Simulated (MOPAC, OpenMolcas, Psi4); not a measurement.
# How methods differ on GaSiH4F (SMILES [F][GaH][SiH3])

The species is GaSiH4F (7 atoms), meant as a singlet with charge 0. SMILES: `[F][GaH][SiH3]`. The shape is that of a PBE0-D4/def2-TZVP optimisation.

Each level gives the dipole moment (D). The values are calculated.

```tsv
level	kind	program	value (D)	CPU time
PM7	semi-empirical	MOPAC	3.57	under 2 s
HF/def2-SVP	Hartree–Fock	OpenMolcas	2.50	4.4 s
SVWN5/def2-SVP	LDA	OpenMolcas	2.02	10 s
PBE/def2-SVP	GGA	OpenMolcas	1.93	14 s
M06-L/def2-SVP	meta-GGA	OpenMolcas	2.07	17 s
M06-2X/def2-SVP	hybrid meta-GGA	Psi4	2.23	28 s
PBE0/def2-SVP	global hybrid	OpenMolcas	2.16	13 s
wB97X/def2-SVP	range-separated hybrid	Psi4	2.17	22 s
```

All-electron rows without a relativistic Hamiltonian named are non-relativistic. The values span 1.93 to 3.57 D. Magnitudes only. Times are those of the runs behind each value, whatever else they computed, on shared processors of several kinds: orders of magnitude only.
